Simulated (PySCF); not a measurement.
3-methylthiophene (C₅H₆S), SMILES Cc1ccsc1. Heavy atoms are numbered as in [CH3:1][c:2]1[cH:3][cH:4][s:5][cH:6]1. Hydrogens are named by the atom that carries them.

Coordinates come from a PBE0-D3(BJ)/def2-SVP optimisation.

These are PySCF with HF/pcSseg-1 values and carry that method's errors.

GIAO shieldings, no solvent; atoms alike by connectivity are averaged. δ = σ(ref) − σ: ¹³C against TMS (σ = 192.6 ppm); ³³S against H2S (σ = 725.2 ppm); ¹H against TMS (σ = 31.99 ppm), references at their B3LYP-D3(BJ)/def2-TZVP geometries, non-relativistic.

```csv
atoms,nucleus,count,δ (ppm)
C2,¹³C,1,?
C4 (CH),¹³C,1,141.9
C3 (CH),¹³C,1,?
C6 (CH),¹³C,1,?
C1 (CH3),¹³C,1,17.9
S5,³³S,1,370.8
H on C4,¹H,1,?
H on C3,¹H,1,?
H on C6,¹H,1,7.22
H on C1,¹H,3,2.68
```

Q: Complete the blanks. (The exact figures need the calculation; the answer reports its results.)

A: 
- C2, δ (ppm): 145.0
- C6 (CH), δ (ppm): 134.4
- C3 (CH), δ (ppm): 136.1
- H on C3, δ (ppm): 7.32
- H on C4, δ (ppm): 7.60
